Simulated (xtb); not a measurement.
F3Hf, doublet, geometry from GFN2-xTB (such geometries of metal compounds can be far from the true shape) (the multiplicity is a formal guess). Base run: GFN2-xTB in xtb.

Input for xtb:
```
$ xtb mol.xyz --gfn 2 --uhf 1 --json

# file mol.xyz
4

Hf     0.01327631     0.08252816     0.03016674
F      1.72739045    -0.45805359    -0.20520023
F     -0.88642622    -0.63545890     1.43046795
F     -0.94717471     0.43328718    -1.46660162
```

Each row names what was changed in the base input (with any setting that the change needs).

```
change        ΔE vs base (kJ/mol)  dipole (D)  SCF cycles
------------  -------------------  ----------  ----------
base                         0.00        1.44          18
acc = 30                     0.00        1.44          17
acc = 1000                   0.01        1.43          13
etemp = 5000                -30.6        1.77          28
acc = 0.0001                 0.00        1.44          24
etemp = 1000                -0.03        1.44          18
file = coord                 0.00        1.44          18
```
